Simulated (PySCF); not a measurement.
ZnSe: energy against distance

Set-up: Zn pcseg-1, Se pcseg-1; no relativity (PySCF 2.14). Energies in eV from Zn + Se in their ground configurations at the same level. State: ¹Σ⁺ (singlet), closed shell.

Curves on a restricted Hartree–Fock reference rise too fast on stretching and do not dissociate correctly.

```json
{"R (Å)": "1.883", "r²SCAN": "-0.238", "r²SCAN0": "-0.037", "RHF-MP2": "0.097", "RHF-CCSD(T)": ""}
{"R (Å)": "1.971", "r²SCAN": "-0.830", "r²SCAN0": "-0.630", "RHF-MP2": "-0.551", "RHF-CCSD(T)": "-0.2378"}
{"R (Å)": "2.059", "r²SCAN": "-1.134", "r²SCAN0": "-0.933", "RHF-MP2": "-0.892", "RHF-CCSD(T)": "-0.6104"}
{"R (Å)": "2.124", "r²SCAN": "-1.227", "r²SCAN0": "-1.025", "RHF-MP2": "-1.002", "RHF-CCSD(T)": "-0.7462"}
{"R (Å)": "2.190", "r²SCAN": "-1.238", "r²SCAN0": "-1.035", "RHF-MP2": "-1.021", "RHF-CCSD(T)": "-0.7930"}
{"R (Å)": "2.256", "r²SCAN": "-1.187", "r²SCAN0": "-0.984", "RHF-MP2": "-0.974", "RHF-CCSD(T)": "-0.7746"}
{"R (Å)": "2.343", "r²SCAN": "-1.055", "r²SCAN0": "-0.852", "RHF-MP2": "-0.839", "RHF-CCSD(T)": "-0.6798"}
{"R (Å)": "2.453", "r²SCAN": "-0.828", "r²SCAN0": "-0.626", "RHF-MP2": "-0.602", "RHF-CCSD(T)": "-0.4930"}
{"R (Å)": "2.584", "r²SCAN": "-0.515", "r²SCAN0": "-0.319", "RHF-MP2": "-0.276", "RHF-CCSD(T)": "-0.2234"}
{"R (Å)": "2.759", "r²SCAN": "-0.100", "r²SCAN0": "0.087", "RHF-MP2": "0.153", "RHF-CCSD(T)": ""}
```

Task: Put a parabola through the three lowest points of the r²SCAN curve and estimate Re, k and ωe (reduced mass 35.52 u; 1 eV/Å² = 0.16022 mdyn/Å; ωe = 1302.8·√(k/μ) cm⁻¹).

Result: Through R = 2.124, 2.19, 2.256 Å the second-order coefficient is 7.12 eV/Å², so Re ≈ 2.169 Å, k ≈ 2.28 mdyn/Å and ωe ≈ 330 cm⁻¹. A polynomial fit of higher order to the unrounded r²SCAN energies gives Re = 2.166 Å, k = 2.51 mdyn/Å, ωe = 347 cm⁻¹; anharmonicity and rounding make the difference.

The higher-order fit for each curve: r²SCAN: Re = 2.166 Å, ωe = 347 cm⁻¹, De = 1.24 eV; r²SCAN0: Re = 2.165 Å, ωe = 347 cm⁻¹, De = 1.04 eV; RHF-MP2: Re = 2.173 Å, ωe = 357 cm⁻¹, De = 1.02 eV; RHF-CCSD(T): Re = 2.201 Å, ωe = 330 cm⁻¹, De = 0.79 eV.

Correlated steps freeze 14 core orbitals. Correlated levels converge slowly with the basis: in double zeta they bind strong bonds too weakly, by up to about 1 eV, and carry superposition errors of some tenths. Where the molecule has an RHF reference, its open-shell atoms are computed with UHF.
